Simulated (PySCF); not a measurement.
# Computed records: AlBF$_{2}$H$_{3}$, AlBClFH$_{2}$

All values are calculated (PySCF 2.14.0). Calculation on a computer-drawn molecule: the log of a Hartree-Fock and frozen-core CCSD(T) single point meant for a local Hartree-Fock minimum, with one planted fault or none, to be diagnosed. Offsets are logged minus clean, where the clean run is the same molecule without the fault. The reference is restricted for singlets and unrestricted otherwise, and also for a bond in bohr or an excited solution. Adding or removing an electron swaps singlet and doublet. The excited solution moves the top pair (singlet) or top alpha electron (doublet) to the lowest empty orbital. Highest occupied and lowest empty are orbital energies over both spins, largest force is the largest gradient component, triples share is (T) over the correlation energy, the T1 limit is 0.02 restricted and 0.045 unrestricted, electrons count all cores, a negative frequency is imaginary (commonest isotopes), and the dipole is about the centre of nuclear charge.

Common to all runs: meant multiplicity 1; logged SCF converged yes; logged CC converged yes; logged SCF stable within its kind yes; possible faults no fault, one electron removed, one electron added, multiplicity raised by two, geometry at a saddle point, SCF held on an excited solution, minimal basis STO-3G, one bond length entered in bohr, all coordinates scaled.

(1) 
```xyz
7
formula=AlBF2H3 meant_charge=-1 meant_basis=aug-cc-pV(D+d)Z logged_electrons=40 logged_basis_functions=128 logged_spin_squared=0 logged_highest_occupied=-3.5786 logged_lowest_empty=3.2412 logged_largest_force=1.595e-05 logged_lowest_frequency=54.256 logged_T1_diagnostic=0.015231 logged_D1_diagnostic=0.035113 logged_triples_share=0.025369 logged_dipole_magnitude=2.7049 logged_energy_HF=-467.37685 logged_energy_CCSD(T)=-468.02397 planted_fault=no_fault HF_energy_offset_from_clean_run=0 CCSD(T)_energy_offset_from_clean_run=0
F     -2.5929     2.2344    -1.3562
B     -1.6766     1.1004    -1.1966
Al    -1.9887     0.1555     0.7624
F     -1.1177    -1.1943     1.3009
H     -1.8815     0.2521    -2.0751
H     -0.5005     1.4829    -1.2614
H     -3.0036     0.4900     2.0022
```

Units: logged_highest_occupied, logged_lowest_empty in eV; logged_largest_force in hartree/bohr; logged_lowest_frequency in cm⁻¹; logged_dipole_magnitude in debye; logged_energy_HF, logged_energy_CCSD(T) in hartree; HF_energy_offset_from_clean_run, CCSD(T)_energy_offset_from_clean_run in kcal/mol.

Drawn bonds:
```tsv
atom	other atom	order
1	2	1
2	3	1
3	4	1
2	5	1
2	6	1
3	7	1
```

(2) 
```xyz
6
formula=AlBClFH2 meant_charge=0 meant_basis=cc-pV(D+d)Z logged_electrons=46 logged_basis_functions=84 logged_spin_squared=2.0118 logged_highest_occupied=-6.003 logged_lowest_empty=-2.4734 logged_largest_force=0.081851 logged_T1_diagnostic=0.025102 logged_D1_diagnostic=0.13082 logged_triples_share=0.027841 logged_dipole_magnitude=2.783 logged_energy_HF=-826.63085 logged_energy_CCSD(T)=-827.1493 planted_fault=multiplicity_raised_by_two HF_energy_offset_from_clean_run=99.64 CCSD(T)_energy_offset_from_clean_run=98.16
F      0.9634    -0.0512     0.7351
B      0.3199    -1.1936     0.5364
Al    -1.7819    -1.5178     0.9056
Cl     1.3390    -2.5205    -0.0860
H     -2.8296    -1.2722    -0.2512
H     -2.2599    -2.0401     2.3179
```

Units: logged_highest_occupied, logged_lowest_empty in eV; logged_largest_force in hartree/bohr; logged_dipole_magnitude in debye; logged_energy_HF, logged_energy_CCSD(T) in hartree; HF_energy_offset_from_clean_run, CCSD(T)_energy_offset_from_clean_run in kcal/mol.

Drawn bonds:
```tsv
atom	other atom	order
1	2	1
2	3	1
2	4	1
3	5	1
3	6	1
```
